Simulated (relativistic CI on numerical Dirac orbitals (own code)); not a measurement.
# One change at a time: Ag XLV

Base calculation: Dirac-Coulomb-Breit CI, orbitals from a KLI potential per configuration, a model potential for QED, unscaled Slater integrals.

CI space (outside the closed core 1s2): 2s, 2p, 3s, 3p, 3d, 4s, 4p, 4d, 4f, 5s, 5p, 5d, 5f, 5g, 6s, 6p, 6d. Levels of other configurations are missing.

The lowest level and the first level of each name with at least 55 % of one term (blank where a level has no safe partner in the second run):

| Level | Base (eV) | Shift (eV) |
| --- | --- | --- |
| 2s 2S_1/2 | 0.00 | 0.00 |
| 2p 2P°_1/2 | 99.61 | -0.16 |
| 2p 2P°_3/2 | 303.88 | -0.16 |
| 3s 2S_1/2 | 4083.84 | +0.25 |
| 3p 2P°_1/2 | 4111.39 | +0.26 |
| 3p 2P°_3/2 | 4172.02 | +0.26 |
| 3d 2D_3/2 | 4181.27 | +0.32 |
| 3d 2D_5/2 | 4199.99 | +0.32 |
| 4s 2S_1/2 | 5493.28 | +0.60 |
| 4p 2P°_1/2 | 5504.58 | +0.61 |
| 4p 2P°_3/2 | 5530.09 | +0.61 |
| 4d 2D_3/2 | 5533.95 | +0.65 |
| 4d 2D_5/2 | 5541.86 | +0.65 |
| 4f 2F°_5/2 | 5542.06 | +0.58 |
| 4f 2F°_7/2 | 5545.97 | +0.58 |
| 5s 2S_1/2 | 6139.55 | +0.81 |
| 5p 2P°_1/2 | 6145.25 | +0.81 |
| 5p 2P°_3/2 | 6158.27 | +0.81 |
| 5d 2D_3/2 | 6160.24 | +0.80 |
| 5d 2D_5/2 | 6164.29 | +0.80 |
| 5f 2F°_5/2 | 6164.40 | +0.80 |
| 5g 2G_7/2 | 6166.40 | +0.72 |

At this charge energies of transitions that change n are usually good to better than 1 %, and those within a shell (Δn = 0) to a few per cent.

Problem. One thing was changed in a second run, which moved the levels as shown. Which?
A. Breit term removed
B. P86 correlation estimate
C. QED terms removed
D. non-relativistic limit
E. configuration mixing switched off

Solution. B. P86 correlation estimate. A correlation estimate moves all levels of a configuration together before mixing; mixed levels move by a weighted share.
